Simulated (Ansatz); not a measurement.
W(O)(NH)(Me)(SH) (CH₅NOSW), SMILES [CH3][W](=[NH])(=[O])[SH], multiplicity 1.

The structure is a stationary point at B3LYP-D3(BJ)/def2-SVP. The spin state was assumed, not searched. The structure was generated by enumeration; whether it is a known compound was not checked. The def2 effective core potentials stand for the cores of W; spin–orbit coupling is left out. One conformer was computed; it need not be the lowest.

Two levels are set side by side: PBE/def2-SVPD (Ansatz, a quantum-chemistry and plane-wave program) and CAM-B3LYP/def2-SVPD (Ansatz). Energy differences of separate SCF runs at the same geometry; the states with an electron removed or added have multiplicity 2 and 2. Differences are taken from unrounded values.

| quantity | PBE |
|---|---|
| vertical ionisation energy (eV) | 9.59 |
| vertical electron affinity (eV) | 0.43 |
| vertical singlet–triplet gap (eV) | 3.67 |

Question: These are the PBE values. What does CAM-B3LYP give? (An estimate is asked for; the answer gives what the named calculation found.)

Answer: 
| quantity | CAM-B3LYP | PBE minus CAM-B3LYP |
|---|---|---|
| vertical ionisation energy (eV) | 10.10 | -0.51 |
| vertical electron affinity (eV) | 0.85 | -0.42 |
| vertical singlet–triplet gap (eV) | 3.72 | -0.05 |
